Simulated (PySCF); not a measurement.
A species of formula C6H10OS has this rotational fingerprint, computed with PBE0/def2-SVPD in PySCF (dipole) on a GFN2-xTB geometry, gas phase:

| Quantity | Value |
| --- | --- |
| Rotational constants | A = 2867, B = 900.3, C = 729.2 MHz |
| Dipole components | \|μa\| = 3.66 D, \|μb\| = 2.39 D, \|μc\| = 0.46 D |
| Inertial defect | -44.57 u·Å² |
| κ | -0.84 |

Question: Which structure is it? (One computed conformer of each.)
A. `[CH2:1]=[CH:2]/[C:3]([CH3:4])=[CH:5]/[S@@:6]([CH3:7])=[O:8]` with C1–C2–C3–C4 -2°, C3–C5–S6–C7 91°
B. `[CH2:1]=[C:2]([CH3:3])[CH2:4][O:5][C:6]([CH3:7])=[S:8]` with C1–C2–C4–O5 -123°, C2–C4–O5–C6 177°, C4–O5–C6–C7 -2°
C. `[CH2:1]=[CH:2][C@@H:3]1[CH2:4][S:5][C@@H:6]1[O:7][CH3:8]` with C1–C2–C3–C4 -123°, S5–C6–O7–C8 73°, C2–C3–C4–S5 -136°, C3–C4–S5–C6 12°, C4–S5–C6–O7 104°, C2–C3–C6–S5 135°
D. `[CH3:1][O:2][C:3](=[S:4])[CH2:5][CH:6]1[CH2:7][CH2:8]1` with C1–O2–C3–S4 1°, O2–C3–C5–C6 80°, C3–C5–C6–C7 148°
E. `[CH3:1][S:2]/[C:3]([CH3:4])=[CH:5]/[C:6]([CH3:7])=[O:8]` with C1–S2–C3–C4 -179°, C3–C5–C6–C7 -179°
F. `[CH3:1][C:2]#[C:3][CH2:4][S@:5](=[O:6])[CH2:7][CH3:8]` with C3–C4–S5–O6 173°, C4–S5–C7–C8 178°

Answer: F. It is CC#CC[S@](=O)CC, an asymmetric top, point group C1. The candidates at the same level (rigid rotor, commonest isotopes):

| SMILES | A (MHz) | B (MHz) | C (MHz) | μa (D) | μb (D) | μc (D) | Δ (u·Å²) | point group | rotor |
| --- | --- | --- | --- | --- | --- | --- | --- | --- | --- |
| COC(=S)CC1CC1 | 3051 | 1047 | 896.0 | 0.27 | 2.26 | 0.21 | -84.43 | C1 | asymmetric top |
| C=C/C(C)=C/[S@@](C)=O | 3984 | 853.7 | 805.6 | 3.39 | 2.65 | 1.27 | -91.50 | C1 | near-prolate asymmetric top |
| C=C[C@@H]1CS[C@@H]1OC | 2369 | 1405 | 956.1 | 0.72 | 0.76 | 0.54 | -44.45 | C1 | asymmetric top |
| CS/C(C)=C/C(C)=O | 3000 | 1001 | 761.5 | 2.26 | 3.00 | 0.02 | -9.53 | near Cs | asymmetric top |
| C=C(C)COC(C)=S | 3502 | 822.2 | 727.5 | 3.13 | 3.16 | 1.22 | -64.31 | C1 | near-prolate asymmetric top |
| CC#CC[S@](=O)CC | 2867 | 900.3 | 729.2 | 3.66 | 2.39 | 0.46 | -44.57 | C1 | asymmetric top |

`C=C/C(C)=C/[S@@](C)=O` has A 39 % too high; `CS/C(C)=C/C(C)=O` has B 11 % too high; `C=C[C@@H]1CS[C@@H]1OC` has B 56 % too high; `C=C(C)COC(C)=S` has A 22 % too high; `COC(=S)CC1CC1` has C 23 % too high. No structure here is proved a minimum.
